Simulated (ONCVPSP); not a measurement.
An all-electron radial function and its pseudo partner (titanium)

Columns: radius, all-electron u(r) and pseudo u(r) of the 3d shell (level -2.01 eV) of titanium in the configuration [Ne] 3s2 3p6 3d3 4s1; PW91, non-relativistic, ONCV scheme, ONCVPSP 4.0.1.

```csv
r (bohr),all-electron,pseudo
0.110,0.0355,0.0042
0.220,0.1527,0.0317
0.330,0.2989,0.0977
0.440,0.4339,0.2046
0.550,0.5414,0.3412
0.660,0.6195,0.4870
0.770,0.6700,0.6191
0.880,0.6971,0.7190
0.990,0.7065,0.7775
1.100,0.7031,0.7951
1.210,0.6910,0.7801
1.320,0.6732,0.7449
1.430,0.6518,0.7012
1.540,0.6284,0.6576
1.650,0.6040,0.6186
1.760,0.5794,0.5854
1.870,0.5551,0.5569
1.980,0.5314,0.5317
2.090,0.5084,0.5085
2.200,0.4864,0.4864
2.310,0.4654,0.4654
2.420,0.4454,0.4454
2.530,0.4263,0.4263
2.640,0.4083,0.4083
2.750,0.3911,0.3911
2.860,0.3748,0.3748
```

Q: How many radial nodes do the two functions have?

A: The all-electron 3d function has n − l − 1 = 0; the pseudo-wave has 0.

Q: At about which radius was the pseudo-wave matched?

A: 2.20 bohr. The columns agree to 0.0005 from 1.98 bohr on; several derivatives are matched, so the curves merge somewhat inside the radius.

Q: Is the pseudo-wave norm-conserving?

A: Yes: the ONCV scheme keeps the norm inside the radius equal to the all-electron one, which fixes the energy derivative of the logarithmic derivative at the level.
